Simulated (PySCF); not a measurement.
In(Cl)(SiH3)2 (ClH6InSi2), SMILES [SiH3][In]([SiH3])[Cl].

Geometry: PBE-D3(BJ)/def2-SVP. The structure was generated by enumeration; whether it is a known compound was not checked. The def2 effective core potentials stand for the cores of In; spin–orbit coupling is left out.

All values below come from TDA-ωB97X/def2-SVPD run with PySCF.

Vertical excitations. Gas-phase values at a fixed geometry.

Computed excitation energies, oscillator strengths and character:
```
state  energy (eV)  λ (nm)      f                              main pairs
-----  -----------  ------  -----  --------------------------------------
S1            3.94     314  0.000                          HOMO→LUMO 98 %
S2            5.54     224  0.028                        HOMO−1→LUMO 96 %
S3            5.68     218  0.056      HOMO→LUMO+2 71 %, HOMO→LUMO+1 22 %
S4            5.75     216  0.000                        HOMO−3→LUMO 95 %
S5            5.90     210  0.010                        HOMO−2→LUMO 89 %
S6            6.23     199  1.136      HOMO→LUMO+1 70 %, HOMO→LUMO+2 21 %
S7            6.78     183  0.019  HOMO−2→LUMO+1 60 %, HOMO−2→LUMO+2 31 %
S8            6.96     178  0.034  HOMO−3→LUMO+1 52 %, HOMO−3→LUMO+2 30 %
S9            7.09     175  0.078                        HOMO→LUMO+3 81 %
S10           7.25     171  0.033                        HOMO→LUMO+4 76 %
T1            3.47     357      0                          HOMO→LUMO 96 %
T2            4.73     262      0                        HOMO→LUMO+1 86 %
T3            5.01     248      0                        HOMO−1→LUMO 90 %
T4            5.21     238      0                        HOMO→LUMO+2 89 %
```
Triplets are in the Tamm–Dancoff approximation.
